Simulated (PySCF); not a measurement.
ammonium (H₄N), SMILES [NH4+], charge +1. Atoms are numbered in the order given.

```xyz
5

N      0.0000     0.0000     0.0000
H      0.5912    -0.5912     0.5912
H     -0.5912    -0.5912    -0.5912
H     -0.5912     0.5912     0.5912
H      0.5912     0.5912    -0.5912
```
Charge +1, spin multiplicity 1.

Geometry: r2SCAN-D4/def2-TZVPD.

These are PBE0/pcJ-1 (PySCF) values and carry that method's errors.

Isotropic couplings with Fermi-contact, spin-dipole and both spin-orbit terms, one fixed conformer, no vibrational averaging. Isotopes: 14N, 1H.

Computed spin–spin coupling constants:
```json
[
 {"pair": "N1–H2", "bonds apart": "1", "J (Hz)": "55.0"},
 {"pair": "N1–H3", "bonds apart": "1", "J (Hz)": "55.0"},
 {"pair": "N1–H4", "bonds apart": "1", "J (Hz)": "55.0"},
 {"pair": "N1–H5", "bonds apart": "1", "J (Hz)": "55.0"},
 {"pair": "H2–H3", "bonds apart": "2", "J (Hz)": "-13.5"},
 {"pair": "H2–H4", "bonds apart": "2", "J (Hz)": "-13.5"},
 {"pair": "H2–H5", "bonds apart": "2", "J (Hz)": "-13.5"},
 {"pair": "H3–H4", "bonds apart": "2", "J (Hz)": "-13.5"},
 {"pair": "H3–H5", "bonds apart": "2", "J (Hz)": "-13.5"},
 {"pair": "H4–H5", "bonds apart": "2", "J (Hz)": "-13.5"}
]
```
